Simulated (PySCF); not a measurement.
**Working out the ionisation energy of Pr**

Pr [Xe] 4f3 6s2 (high-spin determinant) → Pr⁺ [Xe] 4f3 6s1 (high-spin determinant). Computed with PySCF 2.14 in x2c-TZVPPall, with scalar relativity by spin-free X2C-1e. Frozen: [Ar] 3d10. Energies in hartree (1 hartree = 27.21139 eV):

```tsv
part	Pr (lower)	Pr⁺ (upper)
UHF	-9233.018145	-9232.855006
MP2 opposite-spin	-0.644182	-0.617090
MP2 same-spin	-0.364036	-0.357732
```

Task: What does Hartree-Fock give?

Result: (-9232.855006) − (-9233.018145) = 0.163139 hartree = 4.439 eV.

Task: What do MP2 and SCS-MP2 (6/5 opposite-spin, 1/3 same-spin) give?

Result: The opposite-spin parts differ by 0.737 eV and the same-spin parts by 0.172 eV. MP2: 4.439 + (0.737) + (0.172) = 5.348 eV. SCS-MP2: 4.439 + 1.2 × (0.737) + (0.172)/3 = 5.381 eV.

A first-order spin-orbit estimate adds 0.000 eV to MP2 (valence and next inner shell), giving 5.348 eV against 5.470 eV (semi-empirical (NIST evaluation); NIST Atomic Spectra Database, ionization energies).

One determinant mixes LS terms, so it does not stand for a single term.

What remains against the reference includes basis incompleteness, the frozen core and correlation beyond second order.
